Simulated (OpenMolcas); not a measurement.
A run on Sb2+.

| Quantity | Value |
| --- | --- |
| Program | OpenMolcas 26.06 |
| Method | XMS-CASPT2, IPEA 0.25 Eh, imaginary shift 0.1 Eh (closed shells correlated: 4d) |
| Basis | ANO-RCC-VTZP [7s6p4d2f1g] |
| Scalar Hamiltonian | DKH2, point nucleus |
| Active space | 3 electrons in 8 orbitals (5s 5p 6s 6p) |
| State averaging | 2S+1 = 4 odd, 1 root; 2S+1 = 2 odd, 11 roots; 2S+1 = 4 even, 3 roots; 2S+1 = 2 even, 9 roots |
| Spin-orbit coupling | RASSI with atomic mean-field integrals over the reference wave functions, term energies averaged over their components |

First CASPT2 step and the start of its output:

```
&CASPT2
Multistate=1 1
Frozen=9 9
IPEA=0.25
Imaginary=0.1
MaxIter=60
WThr=0.0 0.3 0.05
PrWF=0.5
NoMix
```

```
--- CASPT2 ---
Orbital specifications:
      -----------------------

      Symmetry species                           1   2
                                                ag  au
      Frozen orbitals                            9   9
      Inactive orbitals                          5   0
      Active orbitals                            2   6
      Secondary orbitals                        20  17
      Deleted orbitals                           0   0
      Number of basis functions                 36  32
Type of calculation                        SS-CASPT2
      Fock operator                              state-specific
      IPEA shift                                 0.25
      Real shift                                 0.00
      Imaginary shift                            0.10
      The input orbitals will be transformed to quasi-canonical
Reference energy:       -6474.9508475469
      E2 (Non-variational):      -0.4354032608
      Shift correction:          -0.0001924271
      E2 (Variational):          -0.4355956879
      Total energy:           -6475.3864432348
      Residual norm:              0.0000009226
      Reference weight:           0.93138
      Contributions to the CASPT2 correlation energy
      Active & Virtual Only:         -0.0134551732
      One Inactive Excited:          -0.0980680187
      Two Inactive Excited:          -0.3238800690
::    CASPT2 Root  1     Total energy:  -6475.38644323
--- CASPT2 ---
Orbital specifications:
      -----------------------

      Symmetry species                           1   2
                                                ag  au
      Frozen orbitals                            9   9
      Inactive orbitals                          5   0
      Active orbitals                            2   6
...
```

Over all roots the printed reference weights run from 0.65 to 0.94, and roots that are degenerate in the reference spread by up to 2600 cm-1.

Did the run give usable levels, and if not, why?

No. The equations converged, but the reference weight falls to 0.65 for at least one root against 0.94 for the best. A drop of that size marks an intruder state, so the energies of such roots and the levels built on them can't be trusted.
